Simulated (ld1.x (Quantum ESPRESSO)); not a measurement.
Logarithmic derivatives: silicon, PAW

ld1.x (Quantum ESPRESSO) 7.5 input, shortened:

```
&input
   title='Si', zed=14., rel=1, dft='PZ', iswitch=3,
   config='[Ne] 3s2 3p0 3d-2'
 /
 &inputp
   pseudotype=3, lpaw=.true., tm=.true., lloc=-1, rcloc=1.65,
   nlcc=.true., new_core_ps=.true.,
   which_augfun='PSQ', rmatch_augfun_nc=.true.
 /
6
3S  1  0   2.00   0.00  1.65  1.80  0.0
3S  1  0   0.00   1.80  1.65  1.80  0.0
3P  2  1   0.00   0.00  1.15  1.40  0.0
3P  2  1   0.00   1.60  1.15  1.40  0.0
3D  3  2  -2.00   0.40  1.00  1.40  0.0
3D  3  2  -2.00   2.35  1.00  1.40  0.0
 &test
   configts(1)='3s2 3p0'
 /
```

The phase is arctan(r·u′/u) with u = r·R(r), unwrapped; energies in Ry, scanned from -4 to 5 Ry. A pole is an energy at which the radial function vanishes at the test radius. The pseudo phase is shifted by a multiple of π to meet the all-electron one at the reference energy, and phase errors are pseudo minus all-electron; the curves can meet again beyond the range given. Levels narrower than the energy grid can be missing from the lists of poles.

```json
{"channel": "s", "radius (bohr)": "1.95", "reference energy (Ry)": "-2.11", "poles, all-electron": "0.85", "poles, pseudo": "0.85", "unbroken range about the reference energy with phases within 0.05 rad": "the whole range", "phase error 1 Ry above the reference energy (rad)": "-0.000"}
{"channel": "p", "radius (bohr)": "1.95", "reference energy (Ry)": "-1.52", "poles, all-electron": "1.78", "poles, pseudo": "1.78", "unbroken range about the reference energy with phases within 0.05 rad": "below 1.0", "phase error 1 Ry above the reference energy (rad)": "-0.002"}
{"channel": "d", "radius (bohr)": "1.95", "reference energy (Ry)": "0.40", "poles, all-electron": "2.31", "poles, pseudo": "2.31", "unbroken range about the reference energy with phases within 0.05 rad": "the whole range", "phase error 1 Ry above the reference energy (rad)": "+0.000"}
```

Phases in the s channel:

```
E (Ry)  all-electron  pseudo
 -4.00         1.059   1.058
 -3.52         0.925   0.925
 -3.04         0.676   0.675
 -2.56         0.171   0.171
 -2.08        -0.545  -0.545
 -1.60        -1.019  -1.019
 -1.12        -1.254  -1.254
 -0.64        -1.383  -1.383
 -0.16        -1.465  -1.465
  0.32        -1.522  -1.522
  0.80        -1.567  -1.567
  1.28        -1.604  -1.604
  1.76        -1.636  -1.636
  2.24        -1.667  -1.667
  2.72        -1.698  -1.698
  3.20        -1.731  -1.732
  3.68        -1.769  -1.770
  4.16        -1.814  -1.817
  4.64        -1.872  -1.881
```
